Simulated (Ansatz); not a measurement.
```yaml
crystal:
  periodic: [false, false, false]
  atoms:
    - {symbol: B, position_ang: [-0.702361, 0.745362, -0.587732]}
    - {symbol: C, position_ang: [0.040198, -0.375209, 0.173774]}
    - {symbol: Si, position_ang: [1.178573, -0.616576, 1.529836]}
    - {symbol: O, position_ang: [-0.411280, -1.360943, -0.517325]}
    - {symbol: In, position_ang: [-1.471529, -0.110377, -2.269615]}
    - {symbol: H, position_ang: [-1.194373, 1.600624, 0.389849]}
    - {symbol: H, position_ang: [0.380947, 2.025576, -0.934138]}
    - {symbol: H, position_ang: [2.665121, -0.053795, 0.998219]}
    - {symbol: H, position_ang: [0.826768, 0.243699, 2.558153]}
    - {symbol: H, position_ang: [1.129074, -1.964924, 1.878346]}
    - {symbol: H, position_ang: [-2.454449, -1.106360, -3.590905]}
basis:
  gaussian: {orbitals: STO-3G, final_grid: {core_spheres: 1, valence_spheres: 1, degree: 5}}
hamiltonian: {xc: {name: wB97M-V}}
scf: {lower_state_search: light}
```

```sh
$ ansatz run in.yaml --threads 2 --pin off --events-out ev --progress --plain --max-ram 32768MiB --backend cpu
```

Output, abridged:

```
Functional definition: wB97M-V
755 factors; integrals over basis functions are off by at most 1.1e-4 eV
219 factors; integrals over basis functions are off by at most 2.2e-6 eV
mean field evaluation 1: about -166281.9088 eV, gradient 3.0e1 eV
mean field evaluation 2: about -166282.5284 eV, gradient 3.6e1 eV
mean field evaluation 4: about -166285.7158 eV, gradient 1.8e0 eV
mean field evaluation 8: about -166256.0745 eV, gradient 1.2e1 eV
mean field evaluation 16: about -166256.6701 eV, gradient 6.0e-2 eV
mean field -166256.67014776 eV, -6109.8199351118 hartree, gradient 9.0e-5 eV, S^2 0.000000; 0 other end points of the search recorded, 0 dependent functions left out
reference -166256.67015004 eV, -6109.8199351956 hartree; 44, 44 occupied and 13, 13 virtual orbitals, 755 factors
Total energy: -166256.67015004 eV, -6109.8199351956 hartree
```

In this input the integration grid is far too coarse. Self-consistency was reached. The result belongs to that input, not to the molecule as meant.
